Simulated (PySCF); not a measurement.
# Ionisation energy along the 20-electron series

Calculated with PySCF 2.14 and a two-component X2C-1e Hamiltonian (Gaussian nucleus, no Breit or QED terms), each ion in its own even-tempered basis scaled to its charge; GMP2 freezes [Ne] and drops the highest virtual spinors. Values in eV. NIST values: (m) measured, (s) semi-empirical, (t) theoretical.

```csv
ion,configuration,GHF (spin-free),GMP2 (spin-free),GHF (screened spin-orbit),GMP2 (screened spin-orbit),NIST
Yb⁵⁰⁺,[Ar] 3d2,4473.7,4473.1,4504.2,4504.0,4502 ± 4 (t)
Lu⁵¹⁺,[Ar] 3d2,4642.5,4642.0,4675.4,4675.1,4673 ± 4 (t)
Hf⁵²⁺,[Ar] 3d2,4813.4,4812.9,4848.8,4848.5,4846 ± 4 (t)
```

Between Z = 70 and Z = 72 the GMP2 (screened spin-orbit) value grows as Z to the power 2.62.
